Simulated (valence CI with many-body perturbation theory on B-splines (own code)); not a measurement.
# Ta⁶⁶⁺: calculated level list

Level of theory: relativistic CI+MBPT: five valence electrons over a frozen Dirac-Fock core [He], radial functions for each j: 11 s, 11 p, 10 d, 8 f, 5 g, 2 h, with the one-electron correlation potential Σ1 (screened to all orders), the two-electron term Σ2, the three-electron term Σ3, Breit, model QED; selected single and double excitations, second order for the rest, scaled by the run's own slope (own B-spline code, finite nucleus).

The last digits are not significant, and no measured levels were compared; by estimate large intervals hold to a few tenths of a per cent, small ones and those within an open d or f shell to about a per cent. Among the levels kept, up to 7400 cm⁻¹ of a level comes from second order outside the variational space, and about a tenth of that is noise between levels of different J, which matters for small intervals.

Levels 1 to 45 of 202, with energies above the lowest level, (2s^2 2p1/2^2 2p3/2) J=3/2. "Leading %" is the weight of the configuration and term that name the level; weights of strongly mixed levels are sums over their largest components and can fall short. In the jj column 3d3/2^4 stands for four electrons in 3d with j = 3/2. Lifetimes count E1, E2, E3, M1 and M2 decay at the calculated energies, and are blank where another channel may lead or the interval is too uncertain; long ones can be off by a factor of two.

```tsv
No.	Configuration	Term	J	E (Ry)	Leading %	Lifetime	Leading jj	Second component
1	2s²2p³	²P°	3/2	0.00	49		2s^2 2p1/2^2 2p3/2 (100 %)	27 % 2s²2p³ ²D°
2	2s²2p³	⁴S°	3/2	95.71	55	48.4 ps	2s^2 2p1/2 2p3/2^2 (100 %)	44 % 2s²2p³ ²D°
3	2s²2p³	²D°	5/2	97.40	100	282 ps	2s^2 2p1/2 2p3/2^2 (100 %)	
4	2s²2p³	²P°	1/2	101.19	100	86.5 ps	2s^2 2p1/2 2p3/2^2 (100 %)	
5	2s2p⁴	⁴P	5/2	120.63	70	386 fs	2s 2p1/2^2 2p3/2^2 (100 %)	30 % 2s2p⁴ ²D
6	2s2p⁴	²S	1/2	128.29	65	105 fs	2s 2p1/2^2 2p3/2^2 (100 %)	26 % 2s2p⁴ ⁴P
7	2s2p⁴	²P	3/2	128.38	52	56.6 fs	2s 2p1/2^2 2p3/2^2 (100 %)	35 % 2s2p⁴ ²D
8	2s²2p³	²P°	3/2	197.10	51	13.8 ps	2s^2 2p3/2^3 (99 %)	28 % 2s²2p³ ²D°
9	2s2p⁴	⁴P	3/2	218.34	85	117 fs	2s 2p1/2 2p3/2^3 (100 %)	10 % 2s2p⁴ ²D
10	2s2p⁴	²D	5/2	221.35	70	117 fs	2s 2p1/2 2p3/2^3 (100 %)	30 % 2s2p⁴ ⁴P
11	2s2p⁴	²P	1/2	226.02	64	46.4 fs	2s 2p1/2 2p3/2^3 (100 %)	35 % 2s2p⁴ ⁴P
12	2s2p⁴	²D	3/2	226.64	55	46.8 fs	2s 2p1/2 2p3/2^3 (100 %)	44 % 2s2p⁴ ²P
13	2p⁵	²P°	3/2	254.13	99	39.0 fs	2p1/2^2 2p3/2^3 (99 %)	
14	2s2p⁴	⁴P	1/2	323.08	39	54.8 fs	2s 2p3/2^4 (100 %)	35 % 2s2p⁴ ²S
15	2p⁵	²P°	1/2	352.02	100	28.9 fs	2p1/2 2p3/2^4 (100 %)	
16	2s²2p²3s	⁴P	1/2	629.80	46	4.79 fs	2s^2 2p1/2^2 3s (100 %)	32 % 2s²2p²3s ²S
17	2s²2p²3p	²P°	1/2	637.36	46	369 fs	2s^2 2p1/2^2 3p1/2 (100 %)	38 % 2s²2p²3p ⁴D°
18	2s²2p²3p	²P°	3/2	666.76	35	348 fs	2s^2 2p1/2^2 3p3/2 (100 %)	20 % 2s²2p²3p ⁴D°
19	2s²2p²3d	²D	3/2	673.31	43	4.08 fs	2s^2 2p1/2^2 3d3/2 (100 %)	32 % 2s²2p²3d ⁴F
20	2s²2p²3d	²D	5/2	681.56	36	733 as	2s^2 2p1/2^2 3d5/2 (100 %)	18 % 2s²2p²3d ⁴D
21	2s²2p²3s	⁴P	3/2	726.62	88	7.32 fs	2s^2 2p1/2 2p3/2 3s (100 %)	10 % 2s²2p²3s ²P
22	2s²2p²3s	²P	1/2	727.37	67	3.38 fs	2s^2 2p1/2 2p3/2 3s (100 %)	33 % 2s²2p²3s ⁴P
23	2s²2p²3s	²D	5/2	728.06	65	6.62 fs	2s^2 2p1/2 2p3/2 3s (100 %)	35 % 2s²2p²3s ⁴P
24	2s²2p²3s	²D	3/2	728.55	64	3.59 fs	2s^2 2p1/2 2p3/2 3s (100 %)	35 % 2s²2p²3s ²P
25	2s²2p²3p	⁴P°	1/2	734.09	49	574 fs	2s^2 2p1/2 2p3/2 3p1/2 (100 %)	28 % 2s²2p²3p ⁴D°
26	2s²2p²3p	⁴D°	3/2	734.55	55	496 fs	2s^2 2p1/2 2p3/2 3p1/2 (100 %)	22 % 2s²2p²3p ²D°
27	2s²2p²3p	²F°	5/2	735.53	50	381 fs	2s^2 2p1/2 2p3/2 3p1/2 (100 %)	30 % 2s²2p²3p ²D°
28	2s²2p²3p	²P°	3/2	738.55	43	228 fs	2s^2 2p1/2 2p3/2 3p1/2 (99 %)	25 % 2s²2p²3p ²D°
29	2s2p³3s	⁴P°	5/2	748.47	48	9.52 fs	2s 2p1/2^2 2p3/2 3s (98 %)	26 % 2s2p³3s ⁶S°
30	2s2p³3s	²P°	3/2	750.59	35	4.03 fs	2s 2p1/2^2 2p3/2 3s (98 %)	24 % 2s2p³3s ⁴S°
31	2s2p³3s	²P°	1/2	755.39	42	3.90 fs	2s 2p1/2^2 2p3/2 3s (97 %)	30 % 2s2p³3s ⁴D°
32	2s2p³3s	²P°	3/2	756.09	38	8.39 fs	2s 2p1/2^2 2p3/2 3s (98 %)	20 % 2s2p³3s ⁴S°
33	2s2p³3p	⁴P	3/2	756.76	30	5.05 fs	2s 2p1/2^2 2p3/2 3p1/2 (99 %)	21 % 2s2p³3p ⁶P
34	2s2p³3p	²D	5/2	756.83	26	1.99 fs	2s 2p1/2^2 2p3/2 3p1/2 (99 %)	19 % 2s2p³3p ⁴D
35	2s²2p²3p	⁴D°	5/2	762.88	52	242 fs	2s^2 2p1/2 2p3/2 3p3/2 (99 %)	34 % 2s²2p²3p ⁴P°
36	2s2p³3p	²P	1/2	763.05	36	1.82 fs	2s 2p1/2^2 2p3/2 3p1/2 (99 %)	18 % 2s2p³3p ⁴P
37	2s2p³3p	²D	3/2	763.16	35	2.64 fs	2s 2p1/2^2 2p3/2 3p1/2 (99 %)	21 % 2s2p³3p ⁴F
38	2s²2p²3p	²P°	1/2	763.22	36	111 fs	2s^2 2p1/2 2p3/2 3p3/2 (98 %)	30 % 2s²2p²3p ⁴P°
39	2s²2p²3p	²D°	3/2	763.54	53	242 fs	2s^2 2p1/2 2p3/2 3p3/2 (100 %)	21 % 2s²2p²3p ⁴P°
40	2s²2p²3p	²F°	7/2	764.03	65	279 fs	2s^2 2p1/2 2p3/2 3p3/2 (100 %)	35 % 2s²2p²3p ⁴D°
41	2s²2p²3p	⁴S°	3/2	765.57	31	229 fs	2s^2 2p1/2 2p3/2 3p3/2 (98 %)	31 % 2s²2p²3p ²P°
42	2s²2p²3p	²D°	5/2	766.13	66	268 fs	2s^2 2p1/2 2p3/2 3p3/2 (100 %)	16 % 2s²2p²3p ²F°
43	2s²2p²3p	²P°	1/2	767.83	86	143 fs	2s^2 2p1/2 2p3/2 3p3/2 (99 %)	7 % 2s²2p²3p ⁴D°
44	2s²2p²3d	⁴F	3/2	770.34	43	2.23 fs	2s^2 2p1/2 2p3/2 3d3/2 (99 %)	26 % 2s²2p²3d ²P
45	2s²2p²3d	⁴F	5/2	770.44	53	5.84 fs	2s^2 2p1/2 2p3/2 3d3/2 (99 %)	38 % 2s²2p²3d ²F
```

The ionisation energy to 2s²2p² ³P0 of the next ion comes out as 16154 eV (NIST: 16150 ± 40 eV (theoretical)). All 202 levels together are meant to be complete up to 919.29 Ry.
